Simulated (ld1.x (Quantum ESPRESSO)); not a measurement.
nitrogen (N): one change to a TM semilocal potential, before and after

- Element: nitrogen
- Generator: ld1.x (Quantum ESPRESSO) 7.5
- Type: norm-conserving Troullier–Martins (semilocal form)
- Functional: PW91
- Relativity: scalar-relativistic
- Frozen core: [He]
- Valence charge: 5
- Reference configuration: 2s2 2p2.5 (charge +0.5)
- Partial waves: 2s (bound): rc 0.95 bohr; 2p (bound): rc 1.85 bohr
- Local potential: the p channel
- Core correction: Bessel-smoothed model core inside 0.70 bohr

Change: wave 2p (bound): rc 1.85 bohr becomes 2p (bound): rc 1.72 bohr.

Cutoffs: the cutoffs (Ry, on a coarse ladder) from which the occupation-weighted sum of valence levels, in a spherical-Bessel basis at the reference potential, stays within 10 and 1 mRy of its value at 400 Ry; they do not see the model core or the augmentation charge, which bear on the density cutoff. Errors are all-electron minus pseudo energies relative to the spin-unpolarised reference configuration.

Question: How do hardness, ghosts and transferability respond?

Answer: The potential gets neither clearly harder nor softer (55 Ry and 140 Ry → 55 Ry and 140 Ry); of the 7 tests that both files solve, the error grows in 0 and shrinks in 5 by more than 15 % and 0.3 meV (median size 26.6 → 23.7 meV); neither file shows a bound ghost. Less of the atom is replaced, so other configurations are described better. A semilocal file is local in each channel, so a ghost entry of none says nothing of the separable form that plane-wave codes build from it.

| quantity | base | changed |
| --- | --- | --- |
| cutoff, loose | 55 Ry | 55 Ry |
| cutoff, tight | 140 Ry | 140 Ry |
| bound ghosts | none | none |
| error for 2s2 2p3, meV [ΔE -5.13 eV] | +0.1 | 0.0 |
| error for 2s2 2p2, meV [ΔE 8.54 eV] | +6.6 | +5.2 |
| error for 2s2 2p1, meV [ΔE 37.50 eV] | +187 | +153 |
| error for 2s1 2p3, meV [ΔE 20.29 eV] | -38 | -29 |
| error for 2s2 2p3.3, meV [ΔE -6.77 eV] | -2.6 | -2.1 |
| error for 2s2 2p0, meV [ΔE 84.68 eV] | +1049 | +883 |
| error for 2s1 2p4, meV [ΔE 6.35 eV] | +27 | +24 |
